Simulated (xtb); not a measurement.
xtb input (GFN2-xTB):

```bash
xtb mol.xyz --gfn 2 --sp --chrg 1 --uhf 0
```
mol.xyz:
```
4

V     -0.44185433    -0.43307647    -0.08278917
O     -1.54698596    -1.51625361    -0.28985498
Br    -0.76397509     1.64139754    -1.07926102
Br     1.40793330    -1.01023218     1.19991789
```

End of the output:

```
         :::::::::::::::::::::::::::::::::::::::::::::::::::::
         ::                     SUMMARY                     ::
         :::::::::::::::::::::::::::::::::::::::::::::::::::::
         :: total energy             -13.682378286884 Eh    ::
         :: gradient norm              0.059688190357 Eh/a0 ::
         :: HOMO-LUMO gap              0.215853292247 eV    ::
         ::.................................................::
         :: SCC energy               -13.715321662929 Eh    ::
         :: -> isotropic ES            0.134724166908 Eh    ::
         :: -> anisotropic ES         -0.001191878117 Eh    ::
         :: -> anisotropic XC          0.000392957506 Eh    ::
         :: -> dispersion             -0.003255283343 Eh    ::
         :: repulsion energy           0.032943376045 Eh    ::
         :: add. restraining           0.000000000000 Eh    ::
         :: total charge               1.000000000083 e     ::
         :::::::::::::::::::::::::::::::::::::::::::::::::::::

           -------------------------------------------------
          |                Property Printout                |
           -------------------------------------------------

    * Orbital Energies and Occupations

         #    Occupation            Energy/Eh            Energy/eV
      -------------------------------------------------------------
         1        2.0000           -1.0926513             -29.7326
         2        2.0000           -1.0917830             -29.7089
         3        2.0000           -0.9391407             -25.5553
         4        2.0000           -0.7557076             -20.5639
         5        2.0000           -0.7551495             -20.5487
         6        2.0000           -0.7440371             -20.2463
         7        2.0000           -0.7309298             -19.8896
         8        2.0000           -0.7048208             -19.1792
         9        2.0000           -0.7022347             -19.1088
Note: The following floating-point exceptions are signalling: IEEE_DENORMAL
normal termination of xtb
        10        2.0000           -0.6965809             -18.9549
        11        1.9999           -0.6918953             -18.8274
        12        1.9698           -0.6864081             -18.6781 (HOMO)
        13        0.0303           -0.6784757             -18.4623 (LUMO)
        14                         -0.6581782             -17.9099
        15                         -0.6028492             -16.4044
        16                         -0.5696913             -15.5021
        17                         -0.5618868             -15.2897
        18                         -0.2485693              -6.7639
        19                         -0.2278821              -6.2010
        20                         -0.2272031              -6.1825
        21                         -0.2269023              -6.1743
        22                         -0.2230613              -6.0698
        23                         -0.2196115              -5.9759
       ...                                ...                  ...
        31                          1.4133410              38.4590
      -------------------------------------------------------------
                  HL-Gap            0.0079325 Eh            0.2159 eV
             Fermi-level           -0.6824404 Eh          -18.5701 eV

     #   Z          covCN         q      C6AA      α(0)
     1  23 V        2.329     0.496   199.103    32.112
     2   8 O        0.738    -0.106    16.639     5.466
     3  35 Br       0.796     0.305   176.462    21.417
     4  35 Br       0.796     0.305   176.462    21.417

 Mol. C6AA /au·bohr⁶  :       1959.102696
 Mol. C8AA /au·bohr⁸  :     139881.926657
 Mol. α(0) /au        :         80.412343

Wiberg/Mayer (AO) data.
largest (>0.10) Wiberg bond orders for each atom

 ---------------------------------------------------------------------------
     #   Z sym  total        # sym  WBO       # sym  WBO       # sym  WBO
 ---------------------------------------------------------------------------
     1  23 V    6.117 --     2 O    2.534     3 Br   1.791     4 Br   1.791
     2   8 O    2.749 --     1 V    2.534     4 Br   0.107     3 Br   0.107
     3  35 Br   2.039 --     1 V    1.791     4 Br   0.140     2 O    0.107
     4  35 Br   2.039 --     1 V    1.791     3 Br   0.140     2 O    0.107
 ---------------------------------------------------------------------------

Topologies differ in total number of bonds
Writing topology from bond orders to xtbtopo.mol

molecular dipole:
                 x           y           z       tot (Debye)
 q only:        0.267       0.262       0.050
   full:        0.453       0.444       0.085       1.625
molecular quadrupole (traceless):
                xx          xy          yy          xz          yz          zz
 q only:       -0.928      -5.196       0.983       3.951      -5.030      -0.055
  q+dip:       -1.148      -5.515       0.553       3.243      -4.559       0.594
   full:       -1.852      -6.025      -1.198       0.047      -2.112       3.051

           -------------------------------------------------
          | TOTAL ENERGY              -13.682378286884 Eh   |
          | GRADIENT NORM               0.059688190357 Eh/α |
          | HOMO-LUMO GAP               0.215853292247 eV   |
           -------------------------------------------------

------------------------------------------------------------------------
------------------------------------------------------------------------
 total:
 SCF:
```

This state (charge 1, singlet) is run at the relaxed geometry of the species with charge 0 and multiplicity 2.
